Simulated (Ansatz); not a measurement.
Relaxation of a periodic cell of 17 atoms, Li₁₆H (host Li, host structure bcc, interstitial H), to a largest force component of 0.03 eV/Å in at most 60 steps.

Computed with DFT PBEsol, scalar-relativistic, plane waves, PAW (Ansatz 0.2.0). Settings: cutoff 420 eV, k mesh 3x3x3, gaussian smearing 0.15 eV, no spin polarisation.

```xyz
17
Lattice="6.9800 0.0000 0.0000 0.0000 6.9800 0.0000 0.0000 0.0000 6.9800" Properties=species:S:1:pos:R:3
Li 0.000 0.000 0.000
Li 3.490 0.000 0.000
Li 0.000 3.490 0.000
Li 0.000 0.000 3.490
Li 1.745 1.745 1.745
Li 3.490 3.490 0.000
Li 3.490 0.000 3.490
Li 5.235 1.745 1.745
Li 0.000 3.490 3.490
Li 1.745 5.235 1.745
Li 1.745 1.745 5.235
Li 3.490 3.490 3.490
Li 5.235 5.235 1.745
Li 5.235 1.745 5.235
Li 1.745 5.235 5.235
Li 5.235 5.235 5.235
H 0.915 5.226 0.070
```

Problem. Where does it end, and by what steps?

Solution. The forces met the threshold. The force dipped under the threshold on the way, but the program's further checks kept it going. Limits of this set-up: coarse k mesh, odd electron count without spin. After 7 steps the energy has fallen by 0.059 eV; Li1 moved furthest, 0.17 Å.

```tsv
step	energy less start (eV)	largest force component (eV/Å)	accepted
0	0.0000	0.204	yes
1	-0.0491	0.097	yes
2	-0.0530	0.015	yes
3	-0.0545	0.016	yes
4	-0.0567	0.040	yes
5	-0.0582	0.045	yes
6	-0.0587	0.014	yes
7	-0.0587	0.014	yes
```

```xyz
17
Lattice="6.9800 0.0000 0.0000 0.0000 6.9800 0.0000 0.0000 0.0000 6.9800" Properties=species:S:1:pos:R:3
Li 0.010 -0.174 0.001
Li 3.574 0.069 0.005
Li 0.010 3.663 0.001
Li 0.011 -0.028 3.489
Li 1.693 1.745 1.709
Li 3.574 3.418 0.005
Li 3.429 0.086 3.494
Li 5.324 1.745 1.759
Li 0.011 3.516 3.488
Li 1.758 5.235 1.666
Li 1.693 1.745 5.281
Li 3.428 3.403 3.494
Li 5.116 5.234 1.849
Li 5.320 1.744 5.229
Li 1.755 5.235 5.330
Li 5.119 5.234 5.148
H 0.968 5.235 0.004
```

Time of the run: 35 s on 2 threads of Arm Neoverse V2, on a shared host, peak memory 0.53 GiB.
